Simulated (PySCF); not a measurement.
**Dipole moment and polarisability of Ge(CCH)2H2**

Species: Ge(CCH)2H2, C4H4Ge.
Geometry (PBE0-D3(BJ)/def2-SVP, Å), atoms numbered from 1 in this order:
```
atom  x, y, z in Å
Ge1   -0.8069   -0.0400   -0.5593
C2    -0.7499   -0.0165    1.3387
C3    -0.7332   -0.0096    2.5540
H4    -0.7190   -0.0013    3.6296
C5     0.9710    0.0071   -1.2245
C6     2.1087    0.0447   -1.6507
H7     3.1158    0.0785   -2.0274
H8    -1.5637    1.1970   -1.0571
H9    -1.4900   -1.3293   -1.0288
```

Level: CAM-B3LYP/def2-SVPD (PySCF), static field, nuclei fixed, core orbitals frozen in the response. The polarisability tensor in these axes (au):

```
x    77.01   0.68 -10.66
y     0.68  54.29  -0.12
z   -10.66  -0.12  85.53
```

Q: What are the eigenvalues, a third of the trace, and Δα (Δα² = ½Σ(αi − αj)² over the three pairs)?

A: Principal values 54.27, 69.80 and 92.76 au; mean 72.28 au = 10.71 Å³ = 11.92 × 10⁻⁴⁰ C²·m²/J; Δα = 33.54 au (46 % of the mean).

Q: What is the dipole moment?

A: 0.15 D at this geometry.

Q: Find the Langevin capture rate constant for H3+ (3.023 u) meeting this molecule (125.952 u), k = 2.342 × 10⁻⁹ cm³/s × √(α in Å³ / reduced mass in u).

A: The reduced mass is 2.95 u, so k = 4.46 × 10⁻⁹ cm³/s.

Q: What are the principal values of the traceless quadrupole moment, Θ = ½Σq(3rr − r²1), about the centre of nuclear charge?

A: -6.87, 0.04, 6.83 D·Å. The values depend on the origin, since the dipole doesn't vanish. The electronic extent ⟨r²⟩ about the same centre is 713 bohr², a root-mean-square distance of 1.82 Å for the 60 electrons.

Q: What would n − 1 = 2πNα be for an ideal gas of these molecules at 273.15 K and 1 atm, electronic part alone?

A: N = p/kT = 2.6868 × 10¹⁹ cm⁻³, so n − 1 = 2π × N × 10.71 × 10⁻²⁴ cm³ = 1808 × 10⁻⁶ at long wavelengths.

Geometry: PBE0-D3(BJ)/def2-SVP; no solvent, vibrations or thermal averaging. The calculation is non-relativistic, for germanium too.
